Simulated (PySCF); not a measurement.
GeH₃NSi, BGeH₈NSi, B₂GeH₃N, CH₅Ge₂O and others (calculated)

Computed with PySCF 2.14.0. Calculation on a computer-drawn molecule: the log of a Hartree-Fock and frozen-core CCSD(T) single point meant for a local Hartree-Fock minimum, with one planted fault or none, to be diagnosed. Offsets are logged minus clean, where the clean run is the same molecule without the fault. The reference is restricted for singlets and unrestricted otherwise, and also for a bond in bohr or an excited solution. Adding or removing an electron swaps singlet and doublet. The excited solution moves the top pair (singlet) or top alpha electron (doublet) to the lowest empty orbital. Highest occupied and lowest empty are orbital energies over both spins, largest force is the largest gradient component, triples share is (T) over the correlation energy, the T1 limit is 0.02 restricted and 0.045 unrestricted, electrons count all cores, a negative frequency is imaginary (commonest isotopes), and the dipole is about the centre of nuclear charge; on germanium a core potential holds 10 electrons, which the energies leave out, and 3d is frozen in MP2 and coupled-cluster steps.

Common to all runs: meant multiplicity 1; meant basis and core potential on germanium cc-pVDZ-PP ECP10MDF; logged SCF converged yes; logged CC converged yes; logged SCF stable within its kind yes; possible faults no fault, one electron removed, one electron added, multiplicity raised by two, geometry at a saddle point, SCF held on an excited solution, minimal basis STO-3G, one bond length entered in bohr, all coordinates scaled.

(1) 
```xyz
6
formula=GeH3NSi meant_charge=0 meant_basis=cc-pV(D+d)Z logged_electrons=55 logged_basis_functions=75 logged_spin_squared=1.1941 logged_highest_occupied=-14.64 logged_lowest_empty=-6.5326 logged_largest_force=0.076076 logged_T1_diagnostic=0.088823 logged_D1_diagnostic=0.38582 logged_triples_share=0.034605 logged_dipole_magnitude=1.4267 logged_energy_HF=-638.12659 logged_energy_CCSD(T)=-638.46586 planted_fault=one_electron_removed HF_energy_offset_from_clean_run=162.8 CCSD(T)_energy_offset_from_clean_run=201.8
N      0.8396     0.1444     1.8762
Ge    -0.4680     0.2676     0.8084
Si    -0.1755    -0.8876    -1.3229
H      0.6754     0.5693     2.7790
H     -1.7639     1.0451     1.1235
H     -1.4489    -1.6834    -1.1183
```

Units: logged_highest_occupied, logged_lowest_empty in eV; logged_largest_force in hartree/bohr; logged_dipole_magnitude in debye; logged_energy_HF, logged_energy_CCSD(T) in hartree; HF_energy_offset_from_clean_run, CCSD(T)_energy_offset_from_clean_run in kcal/mol.

Drawn bonds:
```
atom  other atom  order
   1           2      2
   2           3      1
   1           4      1
   2           5      1
   3           6      1
```

Notes: T1 above single-reference limit.

(2) 
```xyz
12
formula=BGeH8NSi meant_charge=0 meant_basis=cc-pV(D+d)Z logged_electrons=66 logged_basis_functions=114 logged_spin_squared=0 logged_highest_occupied=-10.946 logged_lowest_empty=3.8402 logged_largest_force=0.04618 logged_T1_diagnostic=0.012245 logged_D1_diagnostic=0.038718 logged_triples_share=0.024751 logged_dipole_magnitude=1.3542 logged_energy_HF=-666.12258 logged_energy_CCSD(T)=-666.65194 planted_fault=all_coordinates_scaled,by_-5.4_% HF_energy_offset_from_clean_run=22.49 CCSD(T)_energy_offset_from_clean_run=26.96
B      0.2378    -1.1821    -1.8808
N      0.0009    -0.5120    -0.7592
Si    -1.3405     0.3475    -0.2968
Ge    -2.9376     0.3968    -1.9109
H     -0.5494    -1.2151    -2.7005
H      1.2289    -1.7220    -2.0184
H      0.7049    -0.5301    -0.1204
H     -1.8768    -0.2133     0.8725
H     -0.9593     1.6596     0.0228
H     -3.4303    -0.9305    -2.2181
H     -2.4470     1.0095    -3.1287
H     -4.0477     1.1919    -1.4148
```

Units: logged_highest_occupied, logged_lowest_empty in eV; logged_largest_force in hartree/bohr; logged_dipole_magnitude in debye; logged_energy_HF, logged_energy_CCSD(T) in hartree; HF_energy_offset_from_clean_run, CCSD(T)_energy_offset_from_clean_run in kcal/mol.

Drawn bonds:
```
atom  other atom  order
   1           2      1
   2           3      1
   3           4      1
   1           5      1
   1           6      1
   2           7      1
   3           8      1
   3           9      1
   4          10      1
   4          11      1
   4          12      1
```

(3) 
```xyz
7
formula=B2GeH3N meant_charge=0 meant_basis=cc-pVDZ logged_electrons=52 logged_basis_functions=80 logged_spin_squared=0 logged_highest_occupied=-9.5639 logged_lowest_empty=-0.63616 logged_largest_force=5.981e-05 logged_lowest_frequency=-220.5 logged_T1_diagnostic=0.016499 logged_D1_diagnostic=0.0433 logged_triples_share=0.03642 logged_dipole_magnitude=2.4476 logged_energy_HF=-398.94482 logged_energy_CCSD(T)=-399.39132 planted_fault=geometry_at_a_saddle_point HF_energy_offset_from_clean_run=2.374 CCSD(T)_energy_offset_from_clean_run=3.43
B      1.7926    -0.2463     0.0000
N      0.4251     0.0939     0.0000
B     -0.7888     0.3818     0.0000
Ge    -2.8243     1.0191     0.0000
H      2.6302     0.6175     0.0000
H      2.1289    -1.4014     0.0000
H     -3.3638    -0.4647     0.0000
```

Units: logged_highest_occupied, logged_lowest_empty in eV; logged_largest_force in hartree/bohr; logged_lowest_frequency in cm⁻¹; logged_dipole_magnitude in debye; logged_energy_HF, logged_energy_CCSD(T) in hartree; HF_energy_offset_from_clean_run, CCSD(T)_energy_offset_from_clean_run in kcal/mol.

Drawn bonds:
```
atom  other atom  order
   1           2      1
   2           3      2
   3           4      1
   1           5      1
   1           6      1
   4           7      1
```

(4) 
```xyz
9
formula=CH5Ge2O meant_charge=1 meant_basis=cc-pVDZ logged_electrons=83 logged_basis_functions=99 logged_spin_squared=1.0276 logged_highest_occupied=-5.8702 logged_lowest_empty=2.2079 logged_largest_force=0.027434 logged_T1_diagnostic=0.033403 logged_D1_diagnostic=0.1666 logged_triples_share=0.03095 logged_dipole_magnitude=1.8401 logged_energy_HF=-702.30905 logged_energy_CCSD(T)=-702.86343 planted_fault=one_electron_added HF_energy_offset_from_clean_run=-117.4 CCSD(T)_energy_offset_from_clean_run=-123.2
O     -1.5045     2.4057     0.3579
Ge    -0.3893     1.3453    -0.4015
C      0.8266     0.5234     0.6602
Ge     2.0826    -0.6249     0.0665
H     -2.1609     2.8591    -0.1587
H     -0.5323     1.1993    -1.8985
H      0.7782     0.7513     1.7200
H      2.1819    -0.9678    -1.4044
H      3.0664    -1.2754     1.0076
```

Units: logged_highest_occupied, logged_lowest_empty in eV; logged_largest_force in hartree/bohr; logged_dipole_magnitude in debye; logged_energy_HF, logged_energy_CCSD(T) in hartree; HF_energy_offset_from_clean_run, CCSD(T)_energy_offset_from_clean_run in kcal/mol.

Drawn bonds:
```
atom  other atom  order
   1           2      1
   2           3      1
   3           4      2
   1           5      1
   2           6      1
   3           7      1
   4           8      1
   4           9      1
```

(5) 
```xyz
7
formula=ClGeH3OSi meant_charge=0 meant_basis=cc-pV(D+d)Z logged_electrons=74 logged_basis_functions=98 logged_spin_squared=0 logged_highest_occupied=-8.7077 logged_lowest_empty=-0.111 logged_largest_force=2.624e-05 logged_lowest_frequency=53.618 logged_T1_diagnostic=0.014808 logged_D1_diagnostic=0.044438 logged_triples_share=0.025023 logged_dipole_magnitude=2.7987 logged_energy_HF=-1118.5011 logged_energy_CCSD(T)=-1119.05374 planted_fault=no_fault HF_energy_offset_from_clean_run=0 CCSD(T)_energy_offset_from_clean_run=0
O      0.2297    -0.4352    -2.3750
Si    -0.3418    -0.3024    -0.8211
Ge    -2.1901    -1.9436    -0.5990
Cl    -2.5550    -1.3662     1.5271
H      0.9450     0.1165    -2.6559
H     -0.8356     1.0719    -0.5556
H      0.7302    -0.5960     0.1627
```

Units: logged_highest_occupied, logged_lowest_empty in eV; logged_largest_force in hartree/bohr; logged_lowest_frequency in cm⁻¹; logged_dipole_magnitude in debye; logged_energy_HF, logged_energy_CCSD(T) in hartree; HF_energy_offset_from_clean_run, CCSD(T)_energy_offset_from_clean_run in kcal/mol.

Drawn bonds:
```
atom  other atom  order
   1           2      1
   2           3      1
   3           4      1
   1           5      1
   2           6      1
   2           7      1
```
